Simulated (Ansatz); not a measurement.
Relaxation of GaH$_{3}$O$_{3}$ (7 atoms, charge 0, multiplicity 1), to a largest force component of 0.02 eV/Å in at most 40 steps.

Computed with RKS PBE/def2-SVP (Ansatz 0.2.0).

```xyz
7
Properties=species:S:1:pos:R:3:forces:R:3
Ga 0.000 0.000 0.000 0.18 -0.30 0.02
O 0.000 0.000 1.790 -1.20 -0.52 0.83
H -0.909 -0.281 2.127 1.28 0.58 -0.47
O 1.550 0.000 -0.895 0.71 -1.23 -0.31
H 1.850 -0.952 -1.050 -0.44 1.44 0.24
O -1.550 0.000 -0.895 -1.17 -1.30 -0.03
H -2.060 -0.847 -0.686 0.64 1.32 -0.28
```

Q: Where does it end, and by what steps?

A: It converged. After 8 steps the energy has fallen by 0.385 eV; H5 moved furthest, 0.73 Å.

| step | energy less start (eV) | largest force component (eV/Å) | accepted |
| --- | --- | --- | --- |
| 0 | 0.0000 | 1.443 | yes |
| 1 | -0.0952 | 1.391 | yes |
| 2 | -0.1438 | 1.149 | yes |
| 3 | -0.2304 | 0.714 | yes |
| 4 | -0.2382 | 0.587 | yes |
| 5 | -0.3048 | 0.460 | yes |
| 6 | -0.3667 | 0.200 | yes |
| 7 | -0.3819 | 0.093 | yes |
| 8 | -0.3846 | 0.017 | yes |

```xyz
7
Properties=species:S:1:pos:R:3
Ga 0.061 -0.282 0.101
O -0.077 -0.049 1.878
H -1.006 -0.025 2.169
O 1.719 -0.291 -0.576
H 1.679 -0.439 -1.539
O -1.316 -0.494 -1.047
H -2.180 -0.500 -0.596
```

Whether the end is a true minimum wasn't checked by a vibrational analysis.

Run time: 22 s on 1 thread of Arm Neoverse V1 (shared host), peak memory 0.12 GiB.
